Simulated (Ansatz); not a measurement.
Input file for Ansatz (a program for electronic structure): U-CCSD(T)/aug-cc-pVQZ on C, 2S+1 = 3, a spin state set in the input, which need not be the lowest.

Ansatz 0.2 input:
```yaml
crystal:
  periodic: [false, false, false]
  atoms:
    - {symbol: C, position_ang: [0.00000000, 0.00000000, 0.00000000]}
basis:
  gaussian:
    orbitals: aug-cc-pVQZ
magnetization: {spin_polarized: true, initial_magnetization: 2}
correlation: {method: ccsd_t, electrons: outside_noble_gas}
scf: {lower_state_search: full}
```

Output:

```
Functional definition: HF
[...]
integrals: 0.09 GiB planned
483 factors; integrals over basis functions are off by at most 1.4e-4 eV
mean field: 0.11 GiB planned
mean field evaluation 1: about -1025.3143 eV, gradient 6.6e0 eV
mean field evaluation 2: about -1025.3145 eV, gradient 6.6e0 eV
mean field evaluation 4: about -1025.6866 eV, gradient 3.3e-1 eV
mean field evaluation 8: about -1025.6883 eV, gradient 2.9e-4 eV
mean field evaluation 16: about -1025.6883 eV, gradient 3.3e-2 eV
mean field evaluation 32: about -1025.6264 eV, gradient 2.2e0 eV
mean field evaluation 64: about -1018.6734 eV, gradient 2.3e-3 eV
mean field evaluation 96: about -1025.6871 eV, gradient 3.3e-1 eV
mean field -1025.68834675 eV, -37.6933515065 hartree, gradient 5.2e-7 eV, S^2 2.010436; 7 other end points of the search recorded, 0 dependent functions left out
1 core orbitals not correlated
reference -1025.68834675 eV, -37.6933515065 hartree; 3, 1 occupied and 76, 78 virtual orbitals, 483 factors
second order -1.97338165 eV of doubles, -0.00000000 eV of singles
coupled cluster: 0.25 GiB planned
cycle   1  -2.29770786 eV  change   -3.2e-1 eV  update   4.5e-2
cycle   2  -2.46553083 eV  change   -1.7e-1 eV  update   2.1e-2
cycle   3  -2.47862917 eV  change   -1.3e-2 eV  update   5.1e-3
cycle   4  -2.47963806 eV  change   -1.0e-3 eV  update   9.2e-4
cycle   5  -2.47943106 eV  change    2.1e-4 eV  update   2.4e-4
cycle   6  -2.47950664 eV  change   -7.6e-5 eV  update   6.5e-5
cycle   7  -2.47951966 eV  change   -1.3e-5 eV  update   1.7e-5
cycle   8  -2.47951271 eV  change    6.9e-6 eV  update   5.1e-6
cycle   9  -2.47951231 eV  change    4.1e-7 eV  update   1.7e-6
perturbative correction -0.06538925 eV, -0.0024030105 hartree
Total energy: -1028.23324830 eV, -37.7868749136 hartree
```

The calculation finished and met its thresholds.

Cost: around 5 core-seconds (rough).
